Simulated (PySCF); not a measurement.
`FC[C@@H]1[C@H]2C[C@H]3C[C@@H]1[C@H]32`, C8H11F

Geometry (Å), atoms numbered from 1 in this order:
```xyz
20

F     2.9290   -0.8326    1.2444
C     2.3787   -0.1201    0.2047
C     0.9180    0.1900    0.4782
C     0.0077   -1.0444    0.3538
C    -1.3960   -0.7736    0.9073
C    -1.7449   -0.0126   -0.3778
C    -1.1442    1.3991   -0.3889
C     0.2222    0.8033   -0.7482
C    -0.4559   -0.5538   -1.0347
H     2.9693    0.7975    0.1059
H     2.4921   -0.7360   -0.6933
H     0.8339    0.7489    1.4131
H     0.4578   -2.0136    0.5514
H    -1.4537   -0.2120    1.8387
H    -1.9756   -1.6896    1.0054
H    -2.7435   -0.1403   -0.7881
H    -1.2017    1.9625    0.5416
H    -1.5464    2.0043   -1.1995
H     0.8468    1.3436   -1.4565
H    -0.3989   -1.1101   -1.9605
```

Computed, not measured: PySCF, GIAO BHandHLYP/pcSseg-1 magnetisability, rotational g tensor and spin-rotation constants, non-relativistic, gas phase. Geometry: GFN2-xTB.

Problem. Give the nuclear spin-rotation constants along the inertial axes (H = +C I·J) beside the isotropic shieldings.

Solution. Rotational constants 3.6695, 1.2237, 1.0800 GHz. A star marks the isotopologue with that one atom substituted, in its own axes.
```csv
atom,isotope,Caa (kHz),Cbb (kHz),Ccc (kHz),mean (kHz),σ (ppm)
F1,19F,0.455,0.455,0.179,0.363,434.1
H10,1H,-0.280,0.024,-0.088,-0.115,27.2
H11,1H,-0.348,-0.139,0.069,-0.139,27.5
H12,1H,-0.395,-0.141,0.056,-0.160,29.2
H13,1H,-0.194,-0.034,-0.096,-0.108,29.2
H14,1H,-0.418,-0.133,0.047,-0.168,29.7
H15,1H,-0.356,0.031,-0.105,-0.143,29.1
H16,1H,0.169,-0.138,-0.111,-0.027,29.2
H17,1H,-0.413,-0.138,0.049,-0.167,29.7
H18,1H,-0.147,-0.028,-0.115,-0.097,29.1
H19,1H,-0.379,0.033,-0.118,-0.155,29.9
H20,1H,-0.442,-0.149,0.081,-0.170,28.8
C2,13C*,0.852,0.271,0.299,0.474,100.4
C3,13C*,0.793,0.236,0.189,0.406,134.6
C4,13C*,0.702,0.243,0.133,0.359,149.9
C5,13C*,0.606,0.239,0.166,0.337,149.1
C6,13C*,0.710,0.225,0.134,0.356,152.2
C9,13C*,0.577,0.189,0.237,0.334,145.8
```
For the geometry as given, no vibrational averaging.
